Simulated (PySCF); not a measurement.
# Does the structure fit the spectrum?

A compound C$_{8}$H$_{7}$FO$_{3}$ gives the data below (simulated from a calculation) and was assigned the structure `CC(=O)c1cc(C)oc1C(=O)F`.

¹³C{¹H} NMR (computed): δ 188.8 (C), 184.9 (C), 152.5 (C), 149.0 (C), 148.8 (C), 136.3 (CH), 60.2 (CH3), 19.8 (CH3).

¹H NMR (500 MHz, computed): δ 6.47 (m, 1H), 4.29 (s, 3H), 2.09 (s, 3H).

[PySCF 2.14.0 with density-fitted response routines: GFN2-xTB structure; shieldings: GIAO PBE0/pcSseg-1; relativity neglected; in vacuum; one computed conformer; one averaged value for each set of equivalent atoms]

Chemical shifts δ = σref − σ; TMS for ¹H, ¹³C, all at this level.

Task: Compare with the shifts computed for the proposed structure, pairing carbons in order of shift.

Result: Numbering as in the mapped SMILES `[CH3:1][C:2](=[O:3])[c:4]1[cH:5][c:6]([CH3:7])[o:8][c:9]1[C:10](=[O:11])[F:12]` (H(Xn): hydrogen on atom n).

```
atom  computed for proposal  given list  difference
  C2                  197.6       188.8        +8.8
  C6                  165.3       184.9       -19.6
 C10                  157.4       152.5        +4.9
  C4                  145.8       149.0        -3.2
  C9                  141.6       148.8        -7.2
  C5                  121.4       136.3       -14.9
  C1                   36.4        60.2       -23.8
  C7                   16.6        19.8        -3.2
```

The rms difference is 13.0 ppm and the largest -23.8 ppm at C1 (methyl carbon α to a carbonyl). The proposal doesn't fit.

Task: Which isomer fits?

Result: SMILES COC1=C(F)C(=O)C=C(C)C1=O.

Carbon types of the structure: 5 × C, 1 × CH, 2 × CH3, which accounts for all hydrogens. δC 188.8, 184.9: ketone carbonyl carbon; the double bond to the heteroatom, with no lone-pair donor beside it, deshields it most. δC 152.5, 149.0, 136.3: β carbon of a C=C–C=O unit; conjugation with the carbonyl draws π density from the β position. δC 148.8: alkene carbon bearing oxygen; an sp2 carbon further deshielded by the attached heteroatom. δC 60.2: methyl carbon bonded to O; pulled downfield by the heteroatom.

This is the structure that produced the data.

Splittings by ¹⁹F in the carbon and heteronuclear signals aren't shown, as no couplings were computed. Shifts are as computed. Against solution values, carbons near 30 ppm lie about +3 ppm off and those near 130 ppm about +5 ppm. Of 1211 compounds with measured shifts, 218 miss one by over three times the rms of a fit or turn the order of signals round; such compounds aren't used in these exercises. No couplings were computed; multiplicities are counted from neighbouring protons, with m where these are inequivalent, close in shift, in a saturated or five-membered ring or joined by F or P, and br s for small geminal =CH2 splittings.
